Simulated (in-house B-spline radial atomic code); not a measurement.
## Ionising Zn⁷⁺ with different functionals

Computed with a radial B-spline atomic code at the basis-set limit: four-component Dirac-Coulomb Hamiltonian, Fermi nucleus of rms radius 3.9283 fm, spin-restricted, spherical fractional occupations for the functionals. The ionisation energy is the difference of two self-consistent energies, [Ar] 3d5 → [Ar] 3d4, without Breit or QED terms; ε is the level of the shell that loses the electron (mean over j). The electron is taken from both j subshells in proportion to 2j + 1, so the result is a j average, not the step between ground levels.

Hybrids are left out here: with spherical fractional occupations of an open shell their exact exchange keeps a self-interaction that integer-occupation calculations don't have.

| method | rung | ΔSCF (eV) | -ε(3d) (eV) |
| --- | --- | --- | --- |
| LDA VWN5 | LDA | 170.62 | 155.19 |
| relativistic LDA | LDA | 170.64 | 155.21 |
| LDA PW92 | LDA | 170.61 | 155.18 |
| LDA exchange-only | LDA | 168.44 | 153.03 |
| PBE | GGA | 170.31 | 154.88 |
| PBEsol | GGA | 170.26 | 154.83 |
| BLYP | GGA | 170.23 | 154.79 |
| RPBE | GGA | 170.23 | 154.80 |
| PW91 | GGA | 170.49 | 155.05 |
| BP86 | GGA | 170.39 | 154.95 |
| AM05 | GGA | 170.31 | 154.88 |
| OLYP | GGA | 171.01 | 155.55 |

Problem. How do they compare with the NIST value?

Solution. NIST lists 174 eV ± 1.7 (semi-empirical, ground level to ground level). Errors run from -5.46 to -2.89 eV. The correlated functionals all miss on the same side by more than they spread, so the cause is common to them (Breit-QED terms, spin polarisation, the choice among j levels, multiplet and fine-structure energies, or a listed next ion that isn't the cheapest removal here) and closeness doesn't rank the functionals.
